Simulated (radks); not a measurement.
In16+, 33 electrons, occupied as [Ar] 3d10 4s2 4p3.

Method: scalar-relativistic Kohn-Sham, PBE, spin-polarised, spherical densities, finite nucleus; open shells are filled with parallel spins first (spin-orbit coupling, left out, can overturn this in heavy ions); Fermi nuclear charge, rms radius 4.6156 fm; computed with a radial shooting solver on a logarithmic mesh with Libxc functionals.

Energy parts (eV):
| part | energy |
|---|---|
| total | -157397.976 |
| kinetic | 164175.751 |
| electron-nucleus | -366938.256 |
| Hartree | 49328.459 |
| exchange-correlation | -3963.930 |

Orbitals (lengths in bohr, moments of r in powers of bohr; r(90%) holds 90 % of the orbital's charge):
orbital	occ.	eigenvalue (eV)	<r>	r(90%)
1s up	1	-28163.21	0.02971	0.0534
1s down	1	-28162.09	0.02971	0.0534
2s up	1	-4562.063	0.1284	0.198
2s down	1	-4561.427	0.1284	0.198
2p up	3	-4137.632	0.1121	0.182
2p down	3	-4136.595	0.1121	0.182
3s up	1	-1178.190	0.3460	0.508
3s down	1	-1176.962	0.3458	0.508
3p up	3	-1038.971	0.3437	0.516
3p down	3	-1037.576	0.3435	0.515
3d up	5	-824.5004	0.3191	0.502
3d down	5	-823.1141	0.3186	0.501
4s up	1	-465.9075	0.7611	1.08
4s down	1	-458.1144	0.7612	1.08
4p up	3	-418.2567	0.7905	1.13
4p down	0	-410.5189	0.7918	1.13
4d up	0	-345.8986	0.8322	1.21
4d down	0	-338.5537	0.8355	1.22
5s up	0	-246.4093	1.371	1.90
5s down	0	-243.0700	1.378	1.91

The highest occupied level is 4p up at -418.26 eV. The spin density at the nucleus is -5.390 e/bohr^3 (1s -4.047, 2s 0.920, 3s 0.336, 4s -2.599). The electron density at the nucleus is 1.798e+05 e/bohr^3 (large components only). Summed over all electrons, <r^2> = 5.843 bohr^2, which gives a Langevin (diamagnetic) susceptibility term of -4.63 x 10^-6 cm^3/mol. The density falls to 0.001 e/bohr^3 at r = 1.77 bohr.
